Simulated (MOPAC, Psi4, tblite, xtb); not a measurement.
Two rigid molecules brought together: H4Si ··· H4Ge (SMILES [SiH4] and [GeH4]). Monomers: optimised at B3LYP-D3(BJ) (def2-TZVP), held rigid. Orientation: lowest of the rigid-body minima from ten starts at GFN2-xTB. R is the distance of the centres of mass, along which the second monomer moves.

Levels of theory: GFN2-xTB (tblite); AM1, restricted, heats of formation (MOPAC); GFN1-xTB (xtb); SAPT0/jun-cc-pVDZ, frozen core (Psi4).

Interaction energies in kcal/mol; the last columns give the difference from SAPT0:

```tsv
R / Å	GFN2-xTB	AM1	GFN1-xTB	SAPT0/jun-cc-pVDZ	GFN2-xTB − SAPT0/jun-cc-pVDZ	AM1 − SAPT0/jun-cc-pVDZ	GFN1-xTB − SAPT0/jun-cc-pVDZ
3.36	0.51	2.57	-6.54	4.25	-3.75	-1.68	-10.80
3.51	-0.68	1.28	-6.56	2.46	-3.13	-1.18	-9.02
3.76	-1.50	0.10	-5.87	0.84	-2.34	-0.74	-6.71
3.95	-1.63	-0.18	-5.14	0.26	-1.89	-0.44	-5.40
4.12	-1.56	-0.22	-4.46	0.00	-1.55	-0.22	-4.46
4.36	-1.34	-0.19	-3.59	-0.16	-1.18	-0.03	-3.43
4.63	-1.06	-0.13	-2.76	-0.19	-0.86	0.07	-2.57
4.92	-0.79	-0.08	-2.05	-0.17	-0.62	0.09	-1.87
5.41	-0.47	-0.03	-1.18	-0.12	-0.35	0.08	-1.07
6.15	-0.21	-0.01	-0.47	-0.06	-0.15	0.05	-0.42
7.16	-0.08	0.00	-0.12	-0.02	-0.05	0.02	-0.10
8.42	-0.03	0.00	-0.03	-0.01	-0.02	0.01	-0.02
```

GFN2-xTB is furthest from SAPT0/jun-cc-pVDZ at 3.36 (-3.75 kcal/mol, below); its mean absolute difference over the points is 1.32 kcal/mol.

AM1 is furthest from SAPT0/jun-cc-pVDZ at 3.36 (-1.68 kcal/mol, below); its mean absolute difference over the points is 0.38 kcal/mol.

GFN1-xTB is furthest from SAPT0/jun-cc-pVDZ at 3.36 (-10.80 kcal/mol, below); its mean absolute difference over the points is 3.82 kcal/mol.
